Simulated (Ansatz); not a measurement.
The first iterations of a band of C₃H₅B (9 atoms, charge 0, multiplicity 1).

All numbers below come from Ansatz, RKS PBE-D4/def2-SVP.

- movable images: 9
- climbing image: yes
- spring: 5.0 eV/Å²
- optimiser: quadratic models (default)
- start path: through a guess of the saddle point
- force threshold: 0.03 eV/Å
- iteration limit: 60
- end points: relaxed

Initial state:

```xyz
9
Properties=species:S:1:pos:R:3
B -0.678 1.813 -1.456
C -0.024 0.928 -0.639
C 0.612 0.061 0.162
C 0.014 -1.160 0.789
H -1.247 2.584 -2.166
H 1.684 0.233 0.408
H 0.592 -2.065 0.499
H -1.047 -1.295 0.505
H 0.093 -1.099 1.897
```

Final state:

```xyz
9
Properties=species:S:1:pos:R:3
B -0.668 1.969 -1.244
C -0.029 0.888 -0.692
C 0.593 -0.168 -0.150
C 0.017 -1.105 0.866
H -1.220 2.910 -1.724
H 1.638 -0.400 -0.457
H 0.643 -1.103 1.786
H 0.049 -2.150 0.486
H -1.024 -0.841 1.130
```

| iteration | highest image above the first end (eV) | largest band force component (eV/Å) |
| --- | --- | --- |
| 1 | 0.508 | 3.117 |
| 2 | 0.080 | 0.742 |

**Question.** Does the band converge within its limit, and where does its top end?

**Answer.** The forces met the threshold. It ended after 6 iterations with the highest image 0.063 eV above the first end. A vibrational analysis at the climbing image gives one clearly imaginary mode, 186i cm⁻¹: a first-order saddle point.

Run time: 120 s on 1 CPU thread of a shared host.
